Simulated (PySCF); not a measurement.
[Lu(H2O)4]3+ at several levels of theory

Computed with PySCF 2.14.0 (density fitting, no spin-orbit coupling) at the geometry relaxed with PBE0:

```xyz
13
[Lu(H2O)4]3+ (singlet in the valence; each metal's 4f electrons, 14 of them, lie in its core potential, out of spins and levels)
Lu    0.0000    0.0000    0.0000
O     1.3126    1.2263    1.2937
H     1.2352    1.3894    2.2622
H     2.1194    1.7311    1.0400
O    -1.3127   -1.2937    1.2262
H    -2.1193   -1.0400    1.7312
H    -1.2352   -2.2622    1.3895
O     1.3126   -1.2263   -1.2937
H     2.1194   -1.7311   -1.0400
H     1.2352   -1.3894   -2.2622
O    -1.3127    1.2937   -1.2262
H    -1.2352    2.2622   -1.3895
H    -2.1193    1.0400   -1.7312
```

| level | basis | state | HOMO (eV) | gap (eV) | charge on Lu1 (e) | population of f-type functions on Lu1 (polarisation alone where 4f lies in the core) | dipole about the centre of mass (D) | largest force component (eV/Å) |
| --- | --- | --- | --- | --- | --- | --- | --- | --- |
| PBE0 | Lu lcecp-1-SVP with ECP60, O def2-SVP, H def2-SVP | singlet | -24.70 | 9.74 | 1.66 | 0.05 | 0.00 | 0.01 |
| revPBE | the same | singlet | -22.75 | 6.89 | 1.52 | 0.05 | 0.00 | 0.44 |

In the lcecp rows the 4f levels are missing from HOMO and gap, and the state counts the valence alone.

Charges are Mulliken's, which hang on the basis. The relaxation used the grid (50, 194), these runs (75, 302) or, all-electron (x2c bases, spin-free X2C Hamiltonian), (99, 590).

(1) What does TPSSh with Lu lcecp-1-SVP with ECP60, O def2-SVP, H def2-SVP give here?

No frequency check is given that shows the relaxed geometry to be a minimum, and it was reached by following one of several unstable modes of a saddle point. An lcecp potential fixes the number of 4f electrons, so in runs with it no electron can move into or out of that shell.

Results:

(1) state singlet, HOMO (eV) -23.65, gap (eV) 8.33, charge on Lu1 (e) 1.63, population of f-type functions on Lu1 (polarisation alone where 4f lies in the core) 0.05, dipole about the centre of mass (D) 0.00, largest force component (eV/Å) 0.24. Time: 17 s on 2 threads of AMD EPYC 7R43 64-Core Processor (Zen 3), on a shared host, from an already converged density.
